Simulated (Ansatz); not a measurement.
Reaction (SMILES): F[SiH] (F-SiH) (closed-shell singlet) → F atom + H atom + Si atom
B3LYP-D3(BJ)/def2-TZVP geometries, fixed; electronic energies without zero-point terms.

The atomisation energy at CCSD(T) with Ansatz (an electronic-structure program), in kcal/mol, split into its Hartree-Fock and correlation parts. Cores are frozen. A restricted Hartree-Fock determinant is unstable towards unrestricted orbitals. Open shells are unrestricted. No added dispersion term, no relativity. Functions are those of the species that has most.

```json
[
 {"basis": "cc-pV(D+d)Z", "X": "2", "functions": "42", "Hartree-Fock": "144.24", "CCSD(T)": "193.58"},
 {"basis": "cc-pV(T+d)Z", "X": "3", "functions": "83", "Hartree-Fock": "154.22", "CCSD(T)": "211.83"},
 {"basis": "cc-pV(Q+d)Z", "X": "4", "functions": "149", "Hartree-Fock": "156.09", "CCSD(T)": "217.50"},
 {"basis": "cc-pV(5+d)Z", "X": "5", "functions": "246", "Hartree-Fock": "156.23", "CCSD(T)": "218.97"}
]
```

Worked estimate of the basis-set limit from each neighbouring pair, with Hartree-Fock from the larger set and the correlation part extrapolated as X^-3.
Correlation parts: X = 2: 49.34, X = 3: 57.61, X = 4: 61.41, X = 5: 62.74.
- (2,3): (27·(57.61) - 8·(49.34))/19 = 61.09; with Hartree-Fock 154.22 the estimate is 215.31 kcal/mol.
- (3,4): (64·(61.41) - 27·(57.61))/37 = 64.18; with Hartree-Fock 156.09 the estimate is 220.27 kcal/mol.
- (4,5): (125·(62.74) - 64·(61.41))/61 = 64.14; with Hartree-Fock 156.23 the estimate is 220.37 kcal/mol.
The last two estimates differ by 0.09 kcal/mol; the largest set lies 1.40 from the last. Over the last step Hartree-Fock moves by 0.14 and the correlation part by 1.33.
